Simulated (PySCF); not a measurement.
# Simulated characterisation data

Level of theory: GIAO PBE0/pcSseg-1 shieldings, couplings computed with B3LYP/pcJ-1 (spin–dipole term left out of most H,H and C,H couplings), structure optimised with GFN2-xTB, in PySCF 2.14 (non-relativistic, one averaged value for each set of equivalent atoms, single conformer, isolated molecule).

Referencing at the same level of theory: TMS for ¹H (31.72 ppm) and ¹³C (186.93 ppm). Multiplet labels drop J under 1 Hz and among equivalent protons, and merge close values. Unscaled 3J(H,H) run several per cent high. Splittings of carbon signals by F and P are missing where no couplings were computed. Where no couplings were computed, multiplicities follow the n + 1 count of equivalent neighbours, and m marks all less simple cases (inequivalent or close neighbours, rings, F or P nearby). One-bond C–F couplings are unscaled and too large by tens of Hz. Shifts are as computed. Against solution values, carbons near 30 ppm lie about +3 ppm off and those near 130 ppm about +5 ppm; carbons on Cl a further +6 ppm. Of 1211 compounds with measured shifts, 218 miss one by over three times the rms of a fit or turn the order of signals round; such compounds aren't used in these exercises. Carbons bonded to Cl come out too deshielded.

**1.** `COCC(=O)F`, C3H5FO2. ¹H NMR (500 MHz, computed): δ 4.31 (d, J = 6.6 Hz, 2H), 3.71 (d, J = 1.6 Hz, 3H). ¹³C{¹H} NMR (computed): δ 169.5 (C, d, J = 433.1 Hz), 70.1 (CH2, d, J = 69.0 Hz), 59.9 (CH3).

**2.** `C/C([SiH3])=C(\Cl)CC(F)F`, C5H9ClF2Si. ¹H NMR (500 MHz, computed): δ 6.41 (m, 1H), 4.31 (s, 3H), 2.82 (m, 2H), 2.22 (s, 3H). ¹³C{¹H} NMR (computed): δ 143.6, 136.2, 121.8, 50.8, 26.2.
